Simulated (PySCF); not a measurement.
# Re (rhenium, neutral): revPBE calculation

Configuration: [Xe] 4f14 5d4 6s2 7s1, high-spin 6D determinant (an excited configuration). Calculation: PySCF 2.14, in aug-cc-pVTZ-PP with one added diffuse shell each of s, p, d, f, g type with ECP60MDF (7s7p6d4f3g, 113 functions); scalar relativity through the core potential.

```json
{
  "Total energy": "-78.2361 hartree",
  "One-electron energy": "-129.7234 hartree",
  "Hartree (Coulomb) energy": "59.7302 hartree",
  "Exchange-correlation energy": "-8.2429 hartree",
  "⟨S²⟩": "8.7556",
  "⟨L²⟩": "6.834",
  "Sum of ⟨r⟩": "30.68 bohr",
  "Sum of ⟨r²⟩": "122.2 bohr²",
  "Traceless quadrupole moment −½Σ⟨3z² − r²⟩ along its main axis": "8.21 e·bohr²"
}
```

| shell | electrons | mean orbital energy (eV) | spread (eV) | rms radius, mean of both spins (bohr) |
| --- | --- | --- | --- | --- |
| 5s α | 1 | -91.714 | 0 | 1.11 |
| 5s β | 1 | -89.736 | 0 | 1.11 |
| 5p α | 3 | -54.364 | 0.919 | 1.29 |
| 5p β | 3 | -51.852 | 1.386 | 1.29 |
| 5d α | 4 | -12.163 | 1.201 | 1.97 |
| 6s α | 1 | -10.362 | 0 | 2.96 |
| 6s β | 1 | -8.691 | 0 | 2.96 |
| 7s α | 1 | -1.713 | 0 | 8.76 |

Energies and moments cover only the electrons outside the core potential. Spin-orbit coupling, absent here, splits the open shell strongly. The outer electron is Rydberg-like, and this basis confines it to a smaller radius and binds it less than a complete one would.
